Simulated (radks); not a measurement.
All-electron atom: Ru4+ in [Kr] 4d4 (the NIST ground configuration).

Calculated with a radial shooting solver on a logarithmic mesh with Libxc functionals: Dirac Kohn-Sham, PBE, spin-unpolarised, spherical densities, finite nucleus; open shells fill j = l - 1/2 first; Fermi nuclear charge, rms radius 4.4809 fm.

Energy parts (eV):
| part | energy |
|---|---|
| total | -123207.933 |
| kinetic | 128218.444 |
| electron-nucleus | -295996.910 |
| Hartree | 48163.047 |
| exchange-correlation | -3592.513 |

Orbitals (lengths in bohr, moments of r in powers of bohr; <r^-3> diverges for s and p1/2; r(90%) holds 90 % of the orbital's charge):
| orbital | occ. | eigenvalue (eV) | <r^-3> | r(90%) | <1/r> |
|---|---|---|---|---|---|
| 1s1/2 | 2 | -21977.63 | - | 0.0599 | 45.88 |
| 2s1/2 | 2 | -3204.485 | - | 0.225 | 10.49 |
| 2p1/2 | 2 | -2964.971 | - | 0.202 | 10.47 |
| 2p3/2 | 4 | -2834.055 | 2801 | 0.209 | 9.920 |
| 3s1/2 | 2 | -607.3866 | - | 0.594 | 3.626 |
| 3p1/2 | 2 | -514.4854 | - | 0.597 | 3.528 |
| 3p3/2 | 4 | -492.2545 | 482.7 | 0.613 | 3.395 |
| 3d3/2 | 4 | -327.8984 | 72.13 | 0.608 | 3.218 |
| 3d5/2 | 6 | -323.5645 | 68.43 | 0.613 | 3.183 |
| 4s1/2 | 2 | -126.8786 | - | 1.45 | 1.370 |
| 4p1/2 | 2 | -98.6870 | - | 1.58 | 1.259 |
| 4p3/2 | 4 | -95.1064 | 78.00 | 1.62 | 1.221 |
| 4d3/2 | 4 | -52.0370 | 7.785 | 2.09 | 0.9640 |
| 4d5/2 | 0 | -51.5793 | 7.364 | 2.10 | 0.9556 |

The highest occupied level is 4d3/2 at -52.037 eV. The density falls to 0.001 e/bohr^3 at r = 3.01 bohr. Summed over all electrons, <r^2> = 22.60 bohr^2, which gives a Langevin (diamagnetic) susceptibility term of -17.9 x 10^-6 cm^3/mol. The electron density at the nucleus is 1.101e+05 e/bohr^3.
